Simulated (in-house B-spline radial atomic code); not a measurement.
K. Computed with a B-spline radial atomic code. Model: all-electron spherical atom, spin shells full or empty, radial basis limit, no spin-orbit coupling, Breit or QED, empty-state partial waves extrapolated as (l+1/2)^-4, RPA, G0W0 and static COHSEX of the highest shell as one setting changes (uncorrelated shells keep exact exchange).

Empty levels are discrete states of a finite basis, so the steps are uneven.

Given: element K; charge 0; filled core Ar; hamiltonian one-electron scalar X2C; mean-field start PBE0; highest l of empty states 9; nuclear rms radius 3.4349 fm; lowest nl shells left uncorrelated 0; highest mean-field shell 4s up; box radius 40 bohr.

Shell: 4s 1 0 (electrons up and down).

| highest empty level kept (hartree) | RPA correlation energy (hartree) | G0W0 level (eV) | G0W0 minus most complete (meV) | COHSEX level (eV) | linearised minus solved G0W0 (meV) |
| --- | --- | --- | --- | --- | --- |
| 1 | -0.20037 | -4.4877 | 103.7 | -5.2588 | -17.1 |
| 2 | -0.26622 | -4.5293 | 62.2 | -5.3487 | -19 |
| 3.5 | -0.34923 | -4.5539 | 37.6 | -5.4122 | -20.2 |
| 6 | ? | ? | ? | ? | ? |
| 10 | -0.52691 | -4.5765 | 14.9 | -5.4761 | -21.3 |
| 18 | -0.63719 | -4.583 | 8.4 | -5.4962 | -21.7 |
| 30 | -0.70662 | -4.5852 | 6.3 | -5.5023 | -21.8 |
| 60 | -0.84786 | -4.588 | 3.5 | -5.5126 | -21.9 |
| 120 | ? | ? | ? | ? | ? |
| 250 | -1.0241 | -4.5906 | 0.8 | -5.5215 | -22.1 |
| 600 | -1.0834 | -4.5912 | 0.3 | -5.5234 | -22.1 |
| 2000 | -1.1144 | -4.5914 | 0 | -5.5242 | -22.1 |

Question: What follows for highest empty level kept = 120?

Answer: RPA correlation energy -0.9494 hartree; G0W0 level -4.5897 eV; G0W0 minus most complete 1.7 meV; COHSEX level -5.5185 eV; linearised minus solved G0W0 -22 meV.

Question: What follows for highest empty level kept = 6?

Answer: RPA correlation energy -0.43763 hartree; G0W0 level -4.5682 eV; G0W0 minus most complete 23.2 meV; COHSEX level -5.4511 eV; linearised minus solved G0W0 -20.9 meV.
